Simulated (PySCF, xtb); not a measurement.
Si(H)(SeH)3 (H4Se3Si), SMILES [SeH][SiH]([SeH])[SeH].

The structure is a stationary point at B3LYP-D3(BJ)/def2-SVP. One conformer was computed; it need not be the lowest.

The numbers are results of IEF-PCM-PBE0/def2-SVP (PySCF), not measurements.

The values are the electrostatic part of the solvation free energy, E(continuum) − E(gas) at the gas-phase geometry, in a cavity of scaled van der Waals radii (PySCF's table); cavitation and dispersion terms are not included. In vacuum the orbital gap is 6.34 eV. The dipole moment in vacuum is 0.93 D.

Computed values in water (ε = 78.36), tetrahydrofuran (ε = 7.43), 1-octanol (ε = 9.86):
```csv
solvent,ε,ΔG(elec) (kcal/mol),dipole (D),gap (eV)
water,78.36,-4.1,1.42,6.43
tetrahydrofuran,7.43,-3.3,1.30,6.41
1-octanol,9.86,-3.5,1.33,6.41
```

For comparison, GFN2-xTB/ALPB(water) (xtb, at the GFN2-xTB geometry, all terms of that model) gives -3.6 kcal/mol.
